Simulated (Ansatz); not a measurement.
```yaml
crystal:
  periodic: [false, false, false]
  atoms:
    - {symbol: N, position_ang: [-0.987613, 1.128219, -0.319616]}
    - {symbol: B, position_ang: [0.141637, 0.771258, 0.090178]}
    - {symbol: Si, position_ang: [0.215501, -1.043516, 0.859443]}
    - {symbol: Zn, position_ang: [1.398572, -0.490979, -2.494176]}
    - {symbol: H, position_ang: [-1.796184, 0.684779, -0.391642]}
    - {symbol: H, position_ang: [1.625491, -1.700866, 0.552358]}
    - {symbol: H, position_ang: [1.625491, -1.700866, 0.502358]}
    - {symbol: H, position_ang: [-0.564164, -2.030424, 0.327019]}
    - {symbol: H, position_ang: [0.222129, -1.027616, 2.324512]}
    - {symbol: H, position_ang: [0.993445, 1.573180, -0.010077]}
basis:
  gaussian: {orbitals: def2-TZVPD}
hamiltonian: {xc: {name: HF}}
correlation: {method: ccsd, electrons: outside_noble_gas}
```

```sh
$ ansatz run in.yaml --threads 4 --pin off --events-out ev --progress --plain --max-ram 10444MiB
```

Shortened log:

```
Functional definition: HF
1595 factors; integrals over basis functions are off by at most 8.9e-4 eV
mean field evaluation 1: about -58233.0764 eV, gradient 5.2e1 eV
mean field evaluation 2: about -58233.1165 eV, gradient 5.2e1 eV
mean field evaluation 4: about -58240.0210 eV, gradient 6.3e0 eV
mean field evaluation 8: about -58240.1912 eV, gradient 7.1e-1 eV
mean field evaluation 16: about -58240.1983 eV, gradient 1.8e-6 eV
mean field -58240.19832993 eV, -2140.2878120005 hartree, gradient 1.8e-6 eV, S^2 0.000000; 0 other end points of the search recorded, 1 dependent functions left out
16 core orbitals not correlated: weight in the atoms' cores, before any rotation towards them, 1.000 or more for the frozen orbitals, at most 0.000 for the correlated occupied ones
reference -58240.19832993 eV, -2140.2878120005 hartree; 15, 15 occupied and 190, 190 virtual orbitals, 1595 factors
second order -23.44632915 eV of doubles, -0.00000000 eV of singles
cycle   1  -22.64768678 eV  change    8.0e-1 eV  update   1.5e-1
cycle   2  -23.45392679 eV  change   -8.1e-1 eV  update   5.7e-2
cycle   3  -23.66989293 eV  change   -2.2e-1 eV  update   3.1e-2
cycle   4  -23.62738658 eV  change    4.3e-2 eV  update   1.0e-2
cycle   5  -23.62089627 eV  change    6.5e-3 eV  update   7.1e-3
cycle   6  -23.62615899 eV  change   -5.3e-3 eV  update   3.8e-3
cycle   7  -23.62710949 eV  change   -9.5e-4 eV  update   2.2e-3
cycle   8  -23.62683340 eV  change    2.8e-4 eV  update   1.0e-3
cycle   9  -23.62706785 eV  change   -2.3e-4 eV  update   4.7e-4
cycle  10  -23.62751237 eV  change   -4.4e-4 eV  update   2.1e-4
cycle  11  -23.62708432 eV  change    4.3e-4 eV  update   1.0e-4
cycle  12  -23.62711224 eV  change   -2.8e-5 eV  update   5.0e-5
cycle  13  -23.62714304 eV  change   -3.1e-5 eV  update   2.2e-5
cycle  14  -23.62713785 eV  change    5.2e-6 eV  update   1.1e-5
Total energy: -58263.82546778 eV, -2141.1560933015 hartree
```

In this input one atom was put on top of another. The run converged. The result belongs to that input, not to the molecule as meant.
